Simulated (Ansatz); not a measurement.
System: MgF, net charge 1, singlet state. 
Structure (B3LYP-D3(BJ)/def2-TZVP (Ansatz, a program for electronic structure) minimum search):
```xyz
2

Mg     0.0000     0.0000    -0.7312
F      0.0000     0.0000     0.9749
```
Charge +1, spin multiplicity 1.

Basis-set convergence of Hartree-Fock and MP2 correlation energies (hartree) with Ansatz. Correlated levels leave the core frozen unless marked. No spin-orbit coupling. No relativistic terms.

```json
[
 {"basis": "def2-SVP", "functions": "32", "E(HF)": "-298.66060", "E(corr, MP2)": "-0.20805"},
 {"basis": "def2-TZVPP", "functions": "63", "E(HF)": "-298.86040", "E(corr, MP2)": "-0.27619"},
 {"basis": "def2-QZVPP", "functions": "120", "E(HF)": "-298.87776", "E(corr, MP2)": "-0.30329"}
]
```

Extrapolating the two largest sets (X = 3 and 4) as X^-3: E(corr) = (64·(-0.30329) - 27·(-0.27619))/37 = -0.3231 Eh, an estimate of the basis-set limit. The largest set recovers 93.9 % of it, the smallest 64.4 %.
